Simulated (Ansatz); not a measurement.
`F[SiH]([SiH3])C[SiH3]` + `CNB[SiH3]` → `CN([SiH3])B[SiH3]` + `F[SiH2]C[SiH3]`  (cleavage of the Si–Si bond)

Isolated molecules relaxed with PBE0-D4/def2-TZVP in Ansatz; ΔE leaves out vibrations. CBS: MP2 limit from def2 TZ/QZ plus the TZ coupled-cluster correction, frozen cores. Functionals use def2-TZVPP. One conformer a species, not always the lowest.

```csv
level,ΔE (kJ/mol)
r2SCAN,-23.4
MP2/def2-TZVPP,-44.3
CCSD(T)/def2-TZVPP,-35.1
CCSD/CBS(def2),-35.0
```

Q: What does CCSD(T)/CBS give? (An estimate is asked.)

A: Ansatz gave: -34.4 kJ/mol. The listed levels differ from it by 11.0, -9.9, -0.7, -0.6 kJ/mol.

Largest T1 diagnostic among the species: 0.014.

From PBE to PBE0 (25 % exact exchange), in def2-TZVPP and without D4, ΔE moves by −7.2 kJ/mol. The D4 term adds −4.8 kJ/mol with B3LYP and −2.3 kJ/mol with PBE0; it sums over pairs of atoms, weighted by their polarisabilities, and B3LYP, whose exchange is more repulsive, gets the larger term.

B3LYP here is the variant with VWN-RPA as its local correlation; programs differ in this.
